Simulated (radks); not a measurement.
Species: Ho XXXVI. Configuration: [Ar] 3d10 4s2 4p2.

Method: non-relativistic Kohn-Sham, LDA (Slater exchange, Perdew-Wang correlation), spin-unpolarised, spherical densities, point nucleus; relativity is left out, which matters for an element this heavy; computed with a radial shooting solver on a logarithmic mesh with Libxc functionals.

Energy parts (eV):
part                      energy
total                 -309047.18
kinetic                308967.04
electron-nucleus      -683329.29
Hartree                 70684.96
exchange-correlation    -5369.88

Orbitals (lengths in bohr, moments of r in powers of bohr; r(max) is where P^2 peaks):
| orbital | occ. | eigenvalue (eV) | r(max) | <r> |
|---|---|---|---|---|
| 1s | 2 | -53210.17 | 0.01502 | 0.02264 |
| 2s | 2 | -9752.831 | 0.08206 | 0.09601 |
| 2p | 6 | -9376.113 | 0.06378 | 0.08132 |
| 3s | 2 | -3207.756 | 0.2258 | 0.2429 |
| 3p | 6 | -3040.097 | 0.2131 | 0.2322 |
| 3d | 10 | -2731.569 | 0.1686 | 0.2042 |
| 4s | 2 | -1528.296 | 0.4771 | 0.4833 |
| 4p | 2 | -1457.200 | 0.4736 | 0.4808 |

The highest occupied level is 4p at -1457.2 eV. The density falls to 0.001 e/bohr^3 at r = 1.14 bohr. For comparison, the ionisation energy in NIST's Atomic Spectra Database is 1545 eV (theoretical). In exact Kohn-Sham theory the highest level is minus the ionisation energy, but local and semilocal functionals leave it too shallow, through self-interaction and a potential that decays too fast; potentials with the right tail come closer. The electron density at the nucleus is 2.146e+05 e/bohr^3. Summed over all electrons, <r^2> = 2.110 bohr^2, which gives a Langevin (diamagnetic) susceptibility term of -1.67 x 10^-6 cm^3/mol. Virial ratio -V/T = 2.00026.

Beside tabulated values, note that spin-unpolarised runs miss the spin-polarisation part of the exchange energy of open shells.
